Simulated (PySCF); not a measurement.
## Si5H12O4

The system: Si5H12O4, a molecule; neutral, singlet. The structure, one conformer, was relaxed in the gas phase by PBE0-D3(BJ)/def2-SVP. No frequency run checks that it is a minimum.

SMILES: [SiH3]O[Si](O[SiH3])(O[SiH3])O[SiH3]

```xyz
21

Si    1.044    0.480    2.977
O     0.841    0.639    1.332
Si   -0.218    0.255    0.146
O     0.618   -0.237   -1.180
Si    2.201   -0.493   -1.635
O    -1.188   -0.959    0.661
Si   -1.627   -2.498    0.204
O    -1.118    1.558   -0.245
Si   -1.565    2.437   -1.586
H     1.155   -0.963    3.343
H     2.302    1.185    3.345
H    -0.108    1.086    3.706
H     2.849   -1.474   -0.715
H     2.963    0.789   -1.607
H     2.186   -1.040   -3.019
H    -2.441   -3.082    1.305
H    -0.412   -3.337   -0.020
H    -2.433   -2.457   -1.051
H    -2.405    1.602   -2.494
H    -2.350    3.612   -1.117
H    -0.355    2.904   -2.326
```
Atoms count from 1 in this order.

Shieldings: GIAO PBE0/pcSseg-1. Shifts are against computed references at the same level: H TMS (σ 31.27 ppm), Si TMS (σ 352.0 ppm). Core levels by delta-SCF with SCAN, pcX-2 on the ionised atom and pcseg-1 elsewhere, spin-free X2C (2p3/2 is the spin-free 2p value less a third of a first-order spin-orbit splitting); from the vacuum level, for chosen atoms.

Task: Give the NMR and core-level values of the distinct atoms.

Result: 
```csv
atoms,bonded to,σ (ppm),δ (ppm),core level (eV)
Si1,1 O + 3 H,387.7,-35.7,-
O2,2 Si,292.0,-,1s 538.04
Si3,4 O,447.5,-95.6,2p3/2 108.62
O4,2 Si,293.4,-,1s 538.04
Si5,1 O + 3 H,387.4,-35.4,-
O6,2 Si,291.3,-,1s 538.01
Si7,1 O + 3 H,388.1,-36.1,-
O8,2 Si,291.1,-,1s 537.97
Si9,1 O + 3 H,388.1,-36.1,-
H10 H11 H12,1 Si,26.26,5.00,-
H13 H14 H15,1 Si,26.25,5.01,-
H16 H17 H18,1 Si,26.26,5.01,-
H19 H20 H21,1 Si,26.27,5.00,-
```

Values are those of this one static structure, with the three H of a rotating XH3 group averaged; atoms that internal rotation interchanges would show their mean in an NMR spectrum.

Task: By CAM-B3LYP/def2-SVPD (TDDFT singlets, Tamm-Dancoff triplets, ionisation by delta-SCF), where does absorption start, and what does vertical ionisation take?

Result: The first singlet with intensity lies at 7.92 eV (f 0.001); what lies below it is dark. The lowest singlet lies at 7.50 eV (f 0.000), the strongest of the first 6 at 7.93 eV (f 0.005), the lowest triplet at 7.16 eV; vertical ionisation takes 10.76 eV.
